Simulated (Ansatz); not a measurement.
Conformers of C4H12O2Si (SMILES CO[Si](C)(C)OC), B3LYP-D3(BJ)/def2-TZVP minima from an xTB search, which can miss the lowest.
Conformer 1 (charge 0, multiplicity 1):
```csv
atom,x (Å),y (Å),z (Å)
C,1.7005,-1.5704,-0.5411
O,0.8235,-0.5256,-0.9232
Si,0.0512,0.4677,0.1456
C,-0.9242,1.6444,-0.9160
C,1.2502,1.3139,1.2899
O,-0.9285,-0.4164,1.1375
C,-2.0071,-1.2125,0.6799
H,2.6301,-1.1744,-0.1206
H,1.2396,-2.2329,0.1982
H,1.9440,-2.1544,-1.4291
H,-0.2586,2.2463,-1.5378
H,-1.5999,1.1052,-1.5829
H,-1.5209,2.3226,-0.3024
H,0.7261,1.9931,1.9651
H,1.7871,0.5883,1.9040
H,1.9850,1.8941,0.7278
H,-2.8254,-0.5922,0.3011
H,-2.3790,-1.7999,1.5199
H,-1.6938,-1.8970,-0.1146
```
Conformer 2 (charge 0, multiplicity 1):
```xyz
19

C     -0.939     2.230    -0.264
O     -0.089     1.182    -0.683
Si    -0.132    -0.371    -0.122
C     -1.637    -1.276    -0.735
C     -0.047    -0.355     1.746
O      1.169    -1.127    -0.774
C      2.508    -0.679    -0.650
H     -1.990     2.008    -0.481
H     -0.840     2.426     0.808
H     -0.662     3.134    -0.806
H     -2.554    -0.801    -0.380
H     -1.660    -1.286    -1.826
H     -1.641    -2.310    -0.385
H      0.834     0.184     2.101
H     -0.926     0.125     2.182
H      0.001    -1.373     2.138
H      2.618     0.343    -1.022
H      2.843    -0.712     0.392
H      3.143    -1.340    -1.238
```

Cores are frozen in the correlated methods. MP2 and its Hartree–Fock in cc-pV(Q+d)Z, cc-pV(T+d)Z are density fitted.

Run with Ansatz (an electronic-structure program) with Gaussian orbitals. 

The energy of conformer 2 above conformer 1 is E(conformer 2) − E(conformer 1). Total energies (hartree):

```tsv
level	conformer 2	conformer 1
HF/cc-pV(T+d)Z	-597.3589094	-597.3605411
MP2/cc-pV(T+d)Z	-598.6608770	-598.6631860
HF/cc-pV(Q+d)Z	-597.3853873	-597.3868509
MP2/cc-pV(Q+d)Z	-598.7785577	-598.7807026
MP2/cc-pV(D+d)Z	-598.2760130	-598.2790618
CCSD(T)/cc-pV(D+d)Z	-598.3850903	-598.3881202
```

Task: Work out the energy of conformer 2 above conformer 1 at the basis-set limit: extrapolate the MP2 correlation part as X⁻³, take Hartree–Fock from the larger set, and add the CCSD(T) − MP2 difference of cc-pV(D+d)Z.

Result: 
1. Differences (1 hartree = 627.509 kcal/mol): HF/cc-pV(T+d)Z 1.024; MP2/cc-pV(T+d)Z 1.449; HF/cc-pV(Q+d)Z 0.918; MP2/cc-pV(Q+d)Z 1.346; MP2/cc-pV(D+d)Z 1.913; CCSD(T)/cc-pV(D+d)Z 1.901.
2. Correlation parts, MP2 less HF: 0.425 in cc-pV(T+d)Z (X = 3), 0.428 in cc-pV(Q+d)Z (X = 4).
3. Limit (4³·(0.428) − 3³·(0.425))/(4³ − 3³) = 0.429; with HF/cc-pV(Q+d)Z it gives 1.348.
4. CCSD(T) less MP2 in cc-pV(D+d)Z: -0.012.
Result: 1.34 kcal/mol, against 1.45 at MP2/cc-pV(T+d)Z. It is an estimate of this method's limit, not of the exact value.
